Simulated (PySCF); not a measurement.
Isomers of C7H8F2O, one GFN2-xTB conformer each. Single-point energies are computed at PBE0/pcSseg-1 (PySCF, gas phase, no added dispersion term), electronic only.

```csv
SMILES,GFN2-xTB relative energy (kcal/mol)
C=C[C@@]1(C(=O)F)CC[C@@H]1F,9.0
FC(F)O[C@@]12CC=C[C@@H]1C2,1.8
CC1=CC=C[C@H]1OC(F)F,4.4
FC(F)OCC1=CC=CC1,0.0
```

Conformers: `[CH2:1]=[CH:2][C@@:3]1([C:4](=[O:5])[F:6])[CH2:7][CH2:8][C@@H:9]1[F:10]` with C1–C2–C3–C4 87°, C2–C3–C4–O5 122°, C2–C3–C7–C8 132°, C3–C7–C8–C9 -12°, C7–C8–C9–F10 131°, C2–C3–C9–C8 -132°; `[F:1][CH:2]([F:3])[O:4][C@@:5]12[CH2:6][CH:7]=[CH:8][C@@H:9]1[CH2:10]2` with F1–C2–O4–C5 -84°, C2–O4–C5–C6 80°; `[CH3:1][C:2]1=[CH:3][CH:4]=[CH:5][C@H:6]1[O:7][CH:8]([F:9])[F:10]` with C5–C6–O7–C8 -74°, C6–O7–C8–F9 -162°; `[F:1][CH:2]([F:3])[O:4][CH2:5][C:6]1=[CH:7][CH:8]=[CH:9][CH2:10]1` with F1–C2–O4–C5 -59°, C2–O4–C5–C6 180°, O4–C5–C6–C7 0°.

**Question.** What does PBE0/pcSseg-1 give for the same structures?

**Answer.** 
```csv
SMILES,PBE0/pcSseg-1 E (Eh),PBE0/pcSseg-1 (kcal/mol),GFN2-xTB (kcal/mol),point group
FC(F)OCC1=CC=CC1,-545.78992,0.0,0.0,Cs
CC1=CC=C[C@H]1OC(F)F,-545.78365,3.9,4.4,C1
C=C[C@@]1(C(=O)F)CC[C@@H]1F,-545.78308,4.3,9.0,C1
FC(F)O[C@@]12CC=C[C@@H]1C2,-545.77633,8.5,1.8,C1
```

Both levels put the same isomer lowest; measured from each level's own lowest isomer, the values differ by up to 6.7 kcal/mol (FC(F)O[C@@]12CC=C[C@@H]1C2: 1.8 against 8.5). As drawn, the highest has a three-membered ring, which the lowest lacks. Neighbours under 2.5 kcal/mol apart (CC1=CC=C[C@H]1OC(F)F and C=C[C@@]1(C(=O)F)CC[C@@H]1F) can change places with a better method, another conformer or zero-point energy.

**Question.** Which frontier levels, dipoles and rotational constants go with these structures?

**Answer.** 
| SMILES | HOMO (eV, PBE0/pcSseg-1) | LUMO (eV) | dipole (D) | A, B, C (MHz) |
| --- | --- | --- | --- | --- |
| FC(F)OCC1=CC=CC1 | -6.37 | -0.68 | 1.29 | 4053, 579.1, 559.4 |
| CC1=CC=C[C@H]1OC(F)F | -6.54 | -1.24 | 3.07 | 2420, 897.8, 680.3 |
| C=C[C@@]1(C(=O)F)CC[C@@H]1F | -7.96 | -0.97 | 3.92 | 1517, 1346, 1176 |
| FC(F)O[C@@]12CC=C[C@@H]1C2 | -7.16 | 0.05 | 3.07 | 3213, 849.0, 739.5 |
